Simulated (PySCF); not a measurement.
Computed IR spectrum (relative IR intensity) of a molecule C5H10O. Geometry: B3LYP-D3(BJ)/def2-SVP. One conformer was computed; it need not be the lowest. Computed with B3LYP-D3(BJ)/def2-SVP in PySCF. No scaling factor is applied to the harmonic values.

Lines under 2 % of the strongest are left out, and lines within 2 cm⁻¹ are merged.

ν (cm⁻¹): 458 (vw), 873 (w), 937 (m), 969 (w), 992 (w), 1018 (m), 1054 (vs), 1116 (w), 1185 (vw), 1251 (w), 1297 (vw), 1325 (w), 1364 (w), 1396 (w), 1411 (w), 1466 (w), 1469 (w), 1483 (w), 2988 (s), 3009 (vs), 3018 (m), 3029 (m), 3055 (m), 3064 (m), 3072 (m), 3107 (m), 3125 (m), 3135 (m) (against the strongest line: vs over 80 %, s over 45 %, m over 15 %, w over 4 %, vw less)

Q: Identify the compound among the candidates.
A) CC1(CO)CC1
B) CC[C@@H]1CCO1
C) COC1CCC1
D) CCC1COC1

A: B, CC[C@@H]1CCO1
